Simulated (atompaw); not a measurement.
Cutoff test, B, PAW (atompaw)

- Element: boron
- Generator: atompaw 4.2.0.5
- Type: PAW
- Functional: PBE
- Relativity: scalar-relativistic
- Frozen core: none
- Valence charge: 5
- Reference configuration: 1s2 2s1 2p2
- Partial waves: 1s (bound): rc 0.40 bohr; 2s (bound): rc 3.00 bohr; 2p (bound): rc 3.00 bohr; 2p channel at 0.15 Ry: rc 3.00 bohr; 3d channel at 0.05 Ry: rc 3.00 bohr
- Local potential: ultrasoft scheme with l = 3 at 0 Ry, radius 2.05 bohr
- Core correction: none
- Augmentation charge: besselshape compensation charge, radius 2.80 bohr; PAW radius 3.00 bohr; waves and projectors: custom polynom vanderbiltortho

The pseudo-atom Hamiltonian at the reference potential is diagonalised in spherical Bessel functions j_l(qr) that vanish at 20 bohr, with q² up to the cutoff. All-electron valence levels (Ry): 1s -13.3577, 2s -0.7292, 2p -0.2983.

**Question.** How do the lowest levels (Ry) of each channel move with the cutoff, and are there ghosts?

**Answer.**

| cutoff (Ry) | s #1 | s #2 | s #3 | p #1 | p #2 | d #1 | d #2 | f #1 | f #2 | Σ f·Δε (mRy) |
| --- | --- | --- | --- | --- | --- | --- | --- | --- | --- | --- |
| 8 | -0.7291 | -0.0196 | 0.0753 | -0.2980 | 0.0250 | 0.0638 | 0.1552 | 0.1120 | 0.2408 | 25255.7 |
| 25 | -2.9140 | -0.7292 | -0.0196 | -0.2983 | 0.0250 | 0.0638 | 0.1552 | 0.1120 | 0.2408 | 20885.4 |
| 50 | -8.9995 | -0.7292 | -0.0196 | -0.2983 | 0.0250 | 0.0638 | 0.1552 | 0.1120 | 0.2408 | 8714.3 |
| 100 | -12.2267 | -0.7292 | -0.0196 | -0.2983 | 0.0250 | 0.0638 | 0.1552 | 0.1120 | 0.2408 | 2260.0 |
| 180 | -13.2208 | -0.7292 | -0.0196 | -0.2983 | 0.0250 | 0.0638 | 0.1552 | 0.1120 | 0.2408 | 271.8 |
| 400 | -13.3567 | -0.7292 | -0.0196 | -0.2983 | 0.0250 | 0.0638 | 0.1552 | 0.1120 | 0.2408 | 0.0 |

Result: no extra level below or beside the all-electron valence levels (s, p, d, f tested); 10 mRy is reached at 300 Ry and 1 mRy at over 300 Ry.
